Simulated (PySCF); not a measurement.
Sn(H)3(I), H₃ISn, SMILES [SnH3][I] (CAM-B3LYP/def2-SVP optimised geometry):

```
5

Sn    -1.103    -0.815     0.000
I      1.600    -0.815     0.000
H     -1.600     0.815     0.000
H     -1.601    -1.629    -1.411
H     -1.601    -1.629     1.411
```

Level of theory: CAM-B3LYP/def2-TZVP, def2 effective core potentials past Kr in PySCF.

Q: What are the frontier orbital energies and the dipole moment?

A: HOMO-2 -10.20 eV, HOMO-1 -8.75 eV, HOMO -8.75 eV, LUMO -0.53 eV, LUMO+1 0.98 eV; dipole moment 2.09 D.

On the same geometry PBE/def2-TZVP, def2 effective core potentials past Kr (PySCF) gives HOMO-2 -8.00 eV, HOMO-1 -6.40 eV, HOMO -6.40 eV, LUMO -2.23 eV, LUMO+1 -0.79 eV; dipole moment 1.89 D.
